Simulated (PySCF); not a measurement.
Circular dichroism: `CB(C)/C1=C/CC/C=C\CC1`, C10H17B

Cartesian coordinates in Å; atom numbers follow the order of the lines, from 1:
```xyz
28

C    -2.8724    1.5767   -0.1181
B    -2.0459    0.2761    0.2175
C    -2.7529   -1.1173   -0.0119
C    -0.5811    0.3153    0.7713
C     0.1296    1.4584    0.6447
C     1.5881    1.6513    0.9337
C     2.5107    1.0321   -0.1491
C     3.0814   -0.3156    0.2012
C     2.4115   -1.4640    0.3551
C     0.9282   -1.6765    0.2202
C     0.0700   -0.9491    1.2860
H    -3.8926    1.4860    0.2930
H    -2.4475    2.5321    0.2203
H    -3.0109    1.6309   -1.2137
H    -2.0747   -1.9216   -0.3369
H    -3.6138   -1.0728   -0.6958
H    -3.1490   -1.4372    0.9723
H    -0.3885    2.3339    0.2368
H     1.8480    1.2135    1.9122
H     1.7950    2.7295    1.0065
H     3.3451    1.7232   -0.3388
H     1.9497    0.9691   -1.0987
H     4.1661   -0.3506    0.3540
H     3.0023   -2.3475    0.6225
H     0.5941   -1.3537   -0.7822
H     0.7276   -2.7572    0.2689
H     0.7032   -0.7297    2.1618
H    -0.7099   -1.6374    1.6427
```

Method used: PySCF, TDDFT CAM-B3LYP/def2-SVP circular dichroism and optical rotation, one conformer, gas phase. Geometry: PBE0-D3(BJ)/def2-SVP.

States above about 8.0 eV (minus the energy of the highest occupied orbital) lie near or above the ionisation threshold and depend on the basis. No stereocentre is labelled: unless the shape is locked (an allene, a helicene, a hindered biaryl), the mirror image is equally populated and a measured rotation or CD is zero.

(1) List the lowest 12 singlet excitations with oscillator and rotatory strengths.

Results:

(1) Rotatory strengths R in 10⁻⁴⁰ esu² cm², velocity form and length form (origin at the centre of mass); f in length form.
| state | E (eV) | λ (nm) | f | R (velocity) | R (length) | main |
| --- | --- | --- | --- | --- | --- | --- |
| 1 | 5.37 | 231 | 0.111 | -47.4 | -50.2 | HOMO→LUMO 0.79, HOMO−2→LUMO 0.10 |
| 2 | 5.69 | 218 | 0.042 | +0.8 | +3.9 | HOMO−2→LUMO 0.75 |
| 3 | 6.03 | 206 | 0.016 | +43.4 | +43.1 | HOMO−3→LUMO 0.49, HOMO−1→LUMO 0.31 |
| 4 | 6.27 | 198 | 0.064 | -61.2 | -64.5 | HOMO−1→LUMO 0.50, HOMO−3→LUMO 0.39 |
| 5 | 6.86 | 181 | 0.223 | +132.5 | +137.6 | HOMO→LUMO+1 0.91 |
| 6 | 7.17 | 173 | 0.004 | +4.4 | +4.7 | HOMO−4→LUMO 0.45, HOMO−5→LUMO 0.30 |
| 7 | 7.44 | 167 | 0.002 | +0.4 | -1.0 | HOMO→LUMO+2 0.53, HOMO→LUMO+4 0.16 |
| 8 | 7.51 | 165 | 0.107 | +27.4 | +30.7 | HOMO−1→LUMO+1 0.87 |
| 9 | 7.69 | 161 | 0.003 | -6.6 | -7.8 | HOMO−2→LUMO+1 0.27, HOMO−5→LUMO 0.25 |
| 10 | 7.91 | 157 | 0.006 | -10.1 | -11.3 | HOMO−1→LUMO+2 0.19, HOMO→LUMO+2 0.14 |
| 11 | 7.96 | 156 | 0.014 | -7.0 | -6.1 | HOMO−1→LUMO+2 0.18, HOMO−6→LUMO 0.17 |
| 12 | 8.04 | 154 | 0.055 | -104.8 | -106.7 | HOMO−6→LUMO 0.22, HOMO−4→LUMO 0.15 |

For state 7 the two forms differ in sign, so the sign of R isn't settled.

Among the states computed, the strongest CD band (largest |R|) is state 5. The largest dissymmetry factor in size, g = 4R/(D+G), with D and G the electric and magnetic dipole strengths, is -0.03 for state 9 (velocity form, f = 0.003), among bands with |R| over 0.5. The mirror image has the same energies and oscillator strengths and all R with the opposite sign.
